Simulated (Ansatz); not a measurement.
Mulliken charges of CH$_{4}$ClFGe, SMILES `[CH3][GeH]([F])[Cl]` from PBE/def2-TZVPP in Ansatz (PBE0-D4/def2-TZVP geometry).

```
atom   x (Å)   y (Å)   z (Å)  charge (e)
  C1  -0.227   1.040  -0.100      -0.367
 Ge2   0.143  -0.825   0.211       0.639
  F3   1.839  -0.974   0.547      -0.336
 Cl4  -0.191  -1.944  -1.586      -0.292
  H5  -1.278   1.172  -0.362       0.121
  H6  -0.002   1.615   0.799       0.121
  H7   0.395   1.393  -0.922       0.127
  H8  -0.586  -1.534   1.356      -0.013
```

By hand: the dipole of these point charges (1 e Å = 4.8032 D).

Σ q r = (-0.485, 0.520, 0.369) e Å, of length 0.801 e Å = 3.85 D.

How does the dipole of the full density compare? (An estimate is asked.)

Ansatz gave: (-0.369, 0.414, 0.189) e Å, 2.81 D; the point charges give 1.37 times that, at 9° from its direction.

Point charges leave out the atoms' own dipoles, such as those of lone pairs, and Mulliken's split depends on the basis, so the two needn't agree.
